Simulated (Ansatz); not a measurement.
Pulling on the Br1–F2 bond in BrF (multiplicity 1 held). Energies count from the point at 1.774 Å.


Restricted levels (R-, RO-) in cc, def2 and unpolarised 6-31G sets keep to the state of the molecule at rest. Active spaces are followed from rest. Curves can end on different states.

Cores are frozen in the correlated methods. Filled d and f shells under p-block atoms count as core.

Programs: Ansatz (Gaussian orbitals). Each number belongs to the level named beside it.

Energies in eV.

```csv
R (Å),R-CCSD(T)/cc-pVDZ,R-CCSDT(Q)/cc-pVDZ,"SC-NEVPT2 on CASSCF(14,8)/cc-pVDZ","FIC-NEVPT4(SD) on CASSCF(14,8)/cc-pVDZ","FIC-MRCISD+Q on CASSCF(14,8)/cc-pVDZ"
1.419,3.88,3.90,3.93,3.92,3.89
1.597,0.81,0.81,0.80,0.82,0.81
1.774,0.00,0.00,0.00,0.00,0.00
1.952,0.13,0.12,0.16,0.12,0.12
2.129,0.56,0.54,0.65,0.54,0.54
2.395,1.20,1.18,1.35,1.18,1.17
2.662,1.54,1.58,1.79,1.57,1.56
3.105,1.53,1.85,2.06,1.83,1.81
3.549,1.27,1.92,2.12,1.89,1.87
4.081,1.03,1.94,2.13,1.89,1.88
4.791,0.90,1.94,2.13,1.90,1.88
5.678,0.86,1.94,2.14,1.90,1.88
7.097,0.84,1.94,2.14,1.90,1.88
```

Doubts at one or more of the structures used: a restricted determinant that unrestricted orbitals would lower (R-CCSD(T)/cc-pVDZ, R-CCSDT(Q)/cc-pVDZ); other coupled-cluster roots lie near (R-CCSD(T)/cc-pVDZ, R-CCSDT(Q)/cc-pVDZ); T1 above 0.05 (R-CCSD(T)/cc-pVDZ, R-CCSDT(Q)/cc-pVDZ).

Ansatz is a program for electronic structure.
